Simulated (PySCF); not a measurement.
# Field gradients at the hydrogen positions

C5H7F2O2 (charge -1).
Structure used (GFN2-xTB), in Å, numbered top down from 1:
```xyz
16
C5H7F2O2 angstrom
C     -1.5229   -1.0707   -0.6191
C     -0.4531   -0.0024   -0.4592
F     -0.0302    0.3736   -1.7475
C      0.7730   -0.5387    0.2798
C      1.8276    0.5462    0.4014
F      2.9831    0.0459    0.9886
C     -1.0371    1.2666    0.3590
O     -1.6286    0.9301    1.3889
O     -0.7943    2.3750   -0.1076
H     -1.9996   -1.2166    0.3466
H     -1.1015   -2.0143   -0.9727
H     -2.2695   -0.7247   -1.3314
H      1.1961   -1.3967   -0.2568
H      0.4527   -0.8598    1.2720
H      1.4792    1.3691    1.0283
H      2.1176    0.9262   -0.5817
```

Level: PBE0/pcSseg-1 (PySCF, non-relativistic); Q(2H) = 0.00286 b; rigid geometry, the same for H and D, with no vibrational averaging.

Question: Rank these positions by the coupling χzz of a deuteron there, largest first.
A. H10 (methyl hydrogen)
B. H15 (methylene hydrogen)
C. H14 (methylene hydrogen)

Answer: A (210 kHz), C (204 kHz), B (195 kHz).

Question: Give the electric field gradient Vzz (the principal value of largest size), its asymmetry and the 2H coupling at each hydrogen.

Answer: 
```csv
atom,bonded to,bond length (Å),Vzz (au),η,χzz (kHz)
H10,C1,1.087,0.3121,0.03,210
H11,C1,1.092,0.3125,0.03,210
H12,C1,1.088,0.3179,0.02,214
H13,C4,1.097,0.2998,0.03,201
H14,C4,1.091,0.3043,0.04,204
H15,C5,1.092,0.2896,0.07,195
H16,C5,1.093,0.2922,0.06,196
```

Question: How does χzz go with the bond length over the 7 C–H bonds?

Answer: A straight-line fit has a slope of -12.6 kHz for each 0.01 Å, with a correlation coefficient of -0.57, over lengths from 1.087 to 1.097 Å.

One conformer (not necessarily the lowest) at the GFN2-xTB geometry, without solvent, vibrations or thermal averaging. The pcSseg-1 basis has no diffuse functions, a weakness for an anion. GFN2-xTB bond lengths can be off by several hundredths of an ångström, more for odd bonds, and the gradients follow them. The small basis limits the accuracy of the gradients.
